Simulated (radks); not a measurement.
Valence configurations of Cs (all share [Xe]). All-electron calculation, Dirac Kohn-Sham, BLYP, spin-unpolarised, spherical densities, finite nucleus; open shells fill j = l - 1/2 first; Fermi nuclear charge, rms radius 4.8041 fm. Program: a radial shooting solver on a logarithmic mesh with Libxc functionals. Order these by energy: 6s0.5 6p0.5; 5d1; 6p1; 6s1.

Answer. From the lowest, in eV above it: 6s1 0.000; 6s0.5 6p0.5 0.683; 6p1 1.401; 5d1 1.701. NIST lists [Xe] 6s1 as the ground configuration; this level of theory agrees among the configurations tried. The energies are those of spherical spin-averaged densities, not of single terms. No valid solution was reached for [Xe] 4f0.5 6s0.5; [Xe] 4f0.5 5d0.5; [Xe] 4f0.5 6p0.5.
